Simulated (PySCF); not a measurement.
Relaxation of triplet MoOCl₂

Method: UPBE0/[Mo def2-TZVP with ECP28, O def2-TZVP, Cl def2-TZVP], scalar-relativistic core potentials, density fitting, no spin–orbit coupling, PySCF. A (50,194) grid was used.

A hand-made trigonal pyramidal start, of Cs symmetry, held to at least that symmetry:

Coordinates in bohr (charge 0 multiplicity 3):
```
Mo    0.0000   -1.0594    0.0000
O     3.3637   -1.0465    0.0000
Cl   -0.7693    1.7223   -3.4246
Cl   -0.7693    1.7224    3.4246
```

Problem. What forces act on the atoms at the start (eV/Å)?

Solution. 
```
atom     Fx     Fy     Fz
 Mo1   6.21   3.79   0.00
  O2  -5.59  -1.14   0.00
 Cl3  -0.31  -1.33   0.95
 Cl4  -0.31  -1.33  -0.95
```

Problem. What does it relax to?

Solution. It ends at C2v with Mo–Cl 2.265 Å (×2), Mo–O 1.646 Å; Cl–Mo–Cl 119.9°, Cl–Mo–O 120.0° (×2) (after a last refinement on a finer grid). A frequency run shows a minimum. Other isomers or separated fragments may lie lower.

Problem. How much energy is released, and in how many steps?

Solution. 171.2 kJ/mol in 8 steps.

Open d and f shells are described by one determinant, and the ground state may have another occupation or spin.

The relaxation took 41 s on 4 threads of a shared Intel Xeon @ 2.70GHz host, with 145 basis functions and 9 gradients; the process peaked at 0.81 GiB.
